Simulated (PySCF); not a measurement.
Pb(H)(SH) (H2PbS), SMILES [SH][PbH] (connectivity only; charge and spin as stated), neutral, multiplicity 1.

Geometry optimised at PBE0-D3(BJ)/def2-TZVP. The def2 effective core potentials stand for the cores of Pb; spin–orbit coupling is left out.

Method: PBE/def2-TZVPD (PySCF).

Isolated molecule, no solvent.

Question: Estimate the frontier levels, gap, dipole moment and polarisability. (The exact figures need the calculation; the answer reports its results.)

Answer: 
| Property | Value |
|---|---|
| highest occupied level | -5.98 eV |
| lowest empty level | -3.32 eV |
| orbital gap | 2.66 eV |
| dipole moment | 2.58 D |
| quadrupole, principal values (traceless, Buckingham form, about the centre of nuclear charge) | -4.91, 0.90, 4.01 D·Å |
| mean static polarisability | 75.4 bohr³ (11.17 Å³) |
| polarisability, principal values | 53.8, 72.1, 100.2 bohr³ |
